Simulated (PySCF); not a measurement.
## LaSi: energy against distance

Set-up: basis La def2-TZVPP with ECP46, Si def2-TZVPP; scalar-relativistic core potentials; PySCF 2.14. Energies in eV from La (5d1 6s2) + Si in their ground configurations at the same level. State: quartet, about 0.0 electrons in the 4f shell (Mulliken).

All columns are LDA. A positive dipole means La(−)Si(+).

| R (Å) | E (eV) | μ (D) | Mulliken charge on La (basis-dependent) | HOMO (eV) | LUMO (eV) | Mayer bond order | ⟨S²⟩ |
| --- | --- | --- | --- | --- | --- | --- | --- |
| 2.243 | -2.424 | -3.03 | 0.12 | -3.52 | -4.08 | 2.47 | 3.75 |
| 2.347 | -2.976 | -3.44 | 0.13 | -3.54 | -3.90 | 2.40 | 3.75 |
| 2.451 | -3.282 | -3.79 | 0.13 | -3.57 | -3.73 | 2.33 | 3.75 |
| 2.530 | -3.390 | -4.02 | 0.14 | -3.59 | -3.62 | 2.30 | 3.75 |
| 2.608 | -3.418 | -4.23 | 0.14 | -3.61 | -3.53 | 2.26 | 3.75 |
| 2.686 | -3.385 | -4.42 | 0.15 | -3.59 | -3.49 | 2.23 | 3.75 |
| 2.791 | -3.269 | -4.65 | 0.16 | -3.49 | -3.52 | 2.20 | 3.75 |
| 2.921 | -3.047 | -4.89 | 0.17 | -3.39 | -3.56 | 2.17 | 3.75 |
| 3.077 | -2.718 | -5.13 | 0.19 | -3.29 | -3.58 | 2.13 | 3.75 |
| 3.286 | -2.242 | -5.37 | 0.20 | -3.18 | -3.60 | 2.10 | 3.75 |

A fit through these points gives, at Re = 2.601 Å, μ = -4.22 D and dμ/dR = -2.58 D/Å; the reduced mass is 23.29 u.

Task: How strong is the fundamental in the double-harmonic approximation, I = 42.26·(dμ/dR)²/μred km/mol?

Result: I = 42.26·(-2.58)²/23.29 = 12.1 km/mol at LDA.

These are scalar-relativistic numbers at best; spin–orbit coupling would shift them, the dissociation energy most. The state is the lowest single determinant that the PBE0 search found; with open d or f shells the true ground state can be another one.

At some distances an empty level lies below a filled one, because the occupation is held.
